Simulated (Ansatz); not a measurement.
Start from `CC[SiH2]O[SiH3]` and change one atom or group to get `[AlH2][NH][SiH2]O[SiH3]`.

Ansatz, PBE0-D4/def2-TZVP geometries, multiplicity 1. Each molecule was computed in one conformer, which needn't be the lowest.

```csv
property,`CC[SiH2]O[SiH3]`
HOMO–LUMO gap (PBE0/def2-TZVPP) / eV,8.24
HOMO–LUMO gap (ωB97M-V/def2-TZVPP) / eV,12.16
HOMO–LUMO gap (B3LYP/def2-TZVPP) / eV,7.83
HOMO energy (PBE/def2-TZVPP) / eV,-6.84
HOMO energy (ωB97M-V/def2-TZVPP) / eV,-10.43
size of the dipole moment (B3LYP/def2-TZVPP) / D,1.04
```

Question: Give the same properties after the change, and the shifts. (Estimate.)

Answer: Computed: 
```tsv
property	`[AlH2][NH][SiH2]O[SiH3]`	shift
HOMO–LUMO gap (PBE0/def2-TZVPP) / eV	7.14	-1.10
HOMO–LUMO gap (ωB97M-V/def2-TZVPP) / eV	11.08	-1.08
HOMO–LUMO gap (B3LYP/def2-TZVPP) / eV	6.68	-1.15
HOMO energy (PBE/def2-TZVPP) / eV	-6.85	-0.01
HOMO energy (ωB97M-V/def2-TZVPP) / eV	-10.51	-0.08
size of the dipole moment (B3LYP/def2-TZVPP) / D	1.16	0.12
```

Dipoles are sizes alone; their direction can turn.

B3LYP here is the variant with VWN-RPA as its local correlation; programs differ in this.
